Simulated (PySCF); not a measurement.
B3LYP has the VWN-RPA correlation part, as in Gaussian. 

Cartesian coordinates (Å):
SMILES: B[SiH2]
```xyz
6

B     -1.0431    -0.0812    -0.0112
Si     0.8747     0.0681     0.0093
H     -1.5598    -1.0914     0.3456
H     -1.7025     0.8374    -0.3803
H      1.7990    -1.0015     0.4454
H      1.6316     1.2686    -0.4088
```
Charge 0, spin multiplicity 2.

Problem. Give the total energy, highest occupied spin orbital and dipole moment at the level B3LYP-D3(BJ)/def2-TZVP run with PySCF.

Solution. 
```json
{
 "total_energy": "-316.7193 Ha",
 "highest_occupied_spin_orbital": "-6.17 eV",
 "dipole_moment": "1.06 D"
}
```
